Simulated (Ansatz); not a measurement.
Ansatz (an electronic-structure program) input (B3LYP/6-31G* with LANL2DZ past Ar): The .json file joins the Basis Set Exchange's 6-31G* for atoms up to Ar and LANL2DZ past it.

Ansatz 0.2 input:
```yaml
crystal:
  periodic: [false, false, false]
  atoms:
    - {symbol: I, position_ang: [-0.00000000, -0.00000000, -1.97439756]}
    - {symbol: B, position_ang: [0.00000000, 0.00000000, 0.00000000]}
    - {symbol: I, position_ang: [0.00000000, 0.00000000, 1.97439756]}
basis:
  gaussian:
    orbitals: 6-31Gs+LANL2DZ.json
hamiltonian:
  xc: {name: B3LYP}
total_charge: 1
relax: {f_tol: 0.003, max_steps: 120}
```

From the last part of the output:

```
mean field: 0.08 GiB planned
mean field evaluation 1: about -1287.5844 eV, gradient 1.2e1 eV
mean field evaluation 2: about -1286.8060 eV, gradient 1.8e1 eV
mean field evaluation 4: about -1288.0539 eV, gradient 1.2e-1 eV
mean field evaluation 8: about -1288.0508 eV, gradient 9.8e-4 eV
mean field -1288.05082948 eV, -47.3349949110 hartree, gradient 1.9e-5 eV, S^2 0.000000; 0 other end points of the search recorded, 0 dependent functions left out
the calculation of the forces begins
reference -1288.05103687 eV, -47.3350025325 hartree; 9, 9 occupied and 22, 22 virtual orbitals, 422 factors
relax step   1: F+E_penalty+E_count = -1288.05082948 eV  Δ(F+E_penalty+E_count) = +0.000e0 eV  max|allowed force component| = 8.543e-2 eV/Å  Δτ_max = 0.0000 Å  (23 SCF iters, accepted)
these checks for a lower state are left out or cut short: starts, cluster_reference, orbital_swaps, neighbouring_geometries, increment
integrals: 0.01 GiB planned
422 factors; integrals over basis functions are off by at most 2.3e-4 eV
mean field: 0.08 GiB planned
mean field evaluation 16: about -1288.0510 eV, gradient 3.4e-1 eV
mean field -1288.05114245 eV, -47.3350064125 hartree, gradient 1.7e-5 eV, S^2 0.000000; 0 other end points of the search recorded, 0 dependent functions left out
the calculation of the forces begins
reference -1288.05134967 eV, -47.3350140278 hartree; 9, 9 occupied and 22, 22 virtual orbitals, 422 factors
relax step   2: F+E_penalty+E_count = -1288.05114245 eV  Δ(F+E_penalty+E_count) = -3.130e-4 eV  max|allowed force component| = 2.652e-3 eV/Å  Δτ_max = 0.0038 Å  (20 SCF iters, accepted)
integrals: 0.01 GiB planned
422 factors; integrals over basis functions are off by at most 2.3e-4 eV
mean field: 0.08 GiB planned
mean field evaluation 32: about -1288.0511 eV, gradient 1.1e-3 eV
mean field -1288.05114245 eV, -47.3350064125 hartree, gradient 1.7e-5 eV, S^2 0.000000; 1 other end points of the search recorded, 0 dependent functions left out
the calculation of the forces begins
reference -1288.05134967 eV, -47.3350140278 hartree; 9, 9 occupied and 22, 22 virtual orbitals, 422 factors
Total energy: -1288.05134967 eV, -47.3350140278 hartree
Atom 0 at     0.000000     0.000000    -1.970629 Å, force     0.000000     0.000000    -0.002652 eV/Å
Atom 1 at    -0.000000    -0.000000     0.000000 Å, force    -0.000000    -0.000000    -0.000000 eV/Å
Atom 2 at     0.000000     0.000000     1.970629 Å, force     0.000000     0.000000     0.002652 eV/Å
Dipole moment:     0.000000    -0.000000     0.000000 e Å
```

The dipole moment of an ion depends on the origin.
